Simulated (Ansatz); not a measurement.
`C=C=C(C)BCl` + `N=C=O` → `O=C=NBCl` + `C=C=CC` at 298.15 K and 1 bar (ligand exchange at a B–C bond).

Calculated with Ansatz (gas phase, PBE0-D4/def2-TZVP geometries, no zero-point term in ΔE). CCSD(T)/CBS is the MP2 limit (def2-TZVPP, def2-QZVPP) plus CCSD(T) − MP2 in def2-TZVPP, frozen cores. This one scheme is used for every species. One conformer a species, not always the lowest.

```tsv
species	CCSD(T)/CBS energy (Eh)	H − E (kJ/mol)	S (J/(mol·K))
`C=C=C(C)BCl`	-640.38080	254.9	355.4
`N=C=O`	-168.51995	67.5	238.3
`O=C=NBCl`	-653.16741	89.4	315.3
`C=C=CC`	-155.75749	236.4	289.7
```

H − E and S are ideal-gas, rigid-rotor, harmonic terms from PBE0-D4/def2-TZVP, for one conformer and one mirror image of each species. 1 Eh = 2625.50 kJ/mol, R = 8.31446 J/(mol·K).

By hand: ΔE, ΔH, ΔS and ΔG.

ΔE = (-653.16741) + (-155.75749) − (-640.38080) − (-168.51995) = -0.02415 Eh = -63.4 kJ/mol. Δ(H − E) = 89.4 + 236.4 − 254.9 − 67.5 = 3.4, so ΔH = -60.0 kJ/mol. ΔS = 315.3 + 289.7 − 355.4 − 238.3 = 11.3 J/(mol·K). ΔG = -60.0 − 298.15 × (11.3)/1000 = -63.4 kJ/mol.

By hand: the equilibrium constant, and the temperature at which ΔG would vanish if ΔH and ΔS stayed fixed.

log₁₀ K = −ΔG/(RT ln 10) = 11.1. ΔH and −TΔS have one sign here, so there is no such temperature.

The number of gas molecules stays the same, so ΔS is small and ΔH decides. A doubt of 5 kJ/mol in ΔE shifts log₁₀ K by 0.9 here. Other conformers and mirror images would add mixing entropy, several J/(mol·K) or more a flexible species. Modes under 60 cm⁻¹, often nearly free rotors, make the harmonic entropy too high. These are equilibria of isolated gas molecules and say nothing of rates. Largest T1 diagnostic: 0.018 (customary marks: 0.02 for closed shells, 0.045 for open ones).

ΔS is within the doubt of such terms, so its sign, and with it that verdict, could turn.
